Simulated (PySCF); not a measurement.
Species: C₅H₇NO.
Bonds: C1–C2, C2–C3 (triple), C3–C4, C4–C5, C5–N6, C5–O7 (double). Hydrogens: H8, H9, H10 on C1; H11, H12 on C4; H13, H14 on N6.

Computed with PySCF at CAM-B3LYP/def2-SVPD, non-relativistic, on one gas-phase PBE0-D3(BJ)/def2-SVP geometry that isn't relaxed in the solvent. The solvent is an IEF-PCM continuum (van der Waals radii × 1.2). Only the electrostatic response of the medium enters.

Gas phase at CAM-B3LYP/def2-SVPD: HOMO -8.61 eV, LUMO 0.97 eV, dipole 4.52 D.

Q: What does the continuum do to the energy, the frontier levels and the dipole at CAM-B3LYP/def2-SVPD in chloroform and water?

A: 
| solvent | ε | E(solvent) − E(gas) (kJ/mol) | polarisation term (kJ/mol) | distortion of the solute (kJ/mol) | HOMO (eV) | LUMO (eV) | dipole (D) |
| --- | --- | --- | --- | --- | --- | --- | --- |
| chloroform | 4.711 | -29.83 | -33.73 | 3.90 | -8.67 | 1.20 | 5.46 |
| water | 78.36 | -41.77 | -49.62 | 7.85 | -8.69 | 1.26 | 5.86 |

The polarisation term is half the interaction of the solute with the surface charges that it induces; the rest is the cost of distorting the solute's density. The sum is the electrostatic part of solvation alone. The atom shares or the degeneracy of the HOMO differ from the gas phase in chloroform and water, so that column needn't follow one orbital. From chloroform to water the lowering changes by a factor 1.40, Onsager's factor (ε − 1)/(2ε + 1) by 1.38 and ε itself by 16.6.

Q: Which radius a makes the point-dipole formula ΔE = −[(ε − 1)/(2ε + 1)]·μ²/a³ give the value in water, with the gas-phase dipole?

A: μ = 1.777 au and |ΔE| = 0.01591 Eh give a = 2.43 Å; the farthest nucleus lies 3.56 Å from the centroid of the nuclei, so such a sphere wouldn't even hold the nuclei. The formula assumes a rigid point dipole at the centre of a sphere.

Q: How does the static polarisability (CAM-B3LYP/def2-SVPD, frozen core, with the continuum's full static response) change?

A: 
```csv
medium,isotropic (au),principal values (au),⟨r²⟩ of the electrons (bohr²)
gas,71.9,"50.3, 63.7, 101.9",1065.1
chloroform,87.1,"61.7, 77.5, 122.1",1065.3
water,94.7,"68.9, 84.7, 130.6",1065.4
```

The isotropic value in water is 1.32 times the gas-phase one; no cavity-field correction is applied. ⟨r²⟩ is taken about the centre of nuclear charge.

The run took about 80 s of CPU time (one thread, shared machine). This is the whole response run at CAM-B3LYP/def2-SVPD in water, SCF included.

The values belong to the conformer `[CH3:1][C:2]#[C:3][CH2:4][C:5]([NH2:6])=[O:7]`: C3–C4–C5–N6 14°, H–N6–C5–C4 -6°, H–N6–C5–C4 -179°.
